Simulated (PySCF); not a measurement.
Level of theory: PBE0 in PySCF with Co def2-SVP, Cl def2-SVP; no relativity; density-fitted integrals.

Each entry is the lowest minimum that a search over a few typed start shapes (and spin states, where more than one is plausible) found, or that minimum re-optimised at the stated level; isomers with ligand–ligand bonds, or fragments after loss of a ligand pair, can lie lower. Open shells are unrestricted.

CoCl₂ is a quartet of D∞h symmetry with Co–Cl 2.102 Å (×2); Cl–Co–Cl 180.0°. Its wavenumbers are 70 (×2), 351, 517 cm⁻¹.

Task: What changes when one electron is removed, giving CoCl₂⁺?

Result: It costs 10.44 eV between the minima (10.44 eV with zero-point energy). CoCl₂⁺ is a quintet of D∞h symmetry with Co–Cl 2.060 Å (×2); Cl–Co–Cl 180.0°; wavenumbers 44 (×2), 380, 559 cm⁻¹.

Other spin states or occupations of the open shell can lie lower.
